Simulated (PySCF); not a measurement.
Job for PySCF: R-HF/3-21G on GaF, a point of a bond scan (R = 2.431 Å).

```python
from pyscf import gto, scf, dft, mp
from pyscf.data.elements import chemcore

mol = gto.M(
    atom='''
    Ga   -0.00000000   -0.00000000   -0.40509541
    F     0.00000000    0.00000000    2.02547704
    ''',
    basis='3-21g',
    charge=0, spin=0, verbose=3, max_memory=1800)
mf = scf.RHF(mol)
mf.conv_tol = 1e-8
mf.max_cycle = 100
mf.kernel()
if not mf.converged:
    mf = mf.newton().run(mf.mo_coeff, mf.mo_occ)
```

Program output:

```
converged SCF energy = -2012.68614259436
```

Self-consistency was reached.

Cost: roughly 0.13 core-seconds.
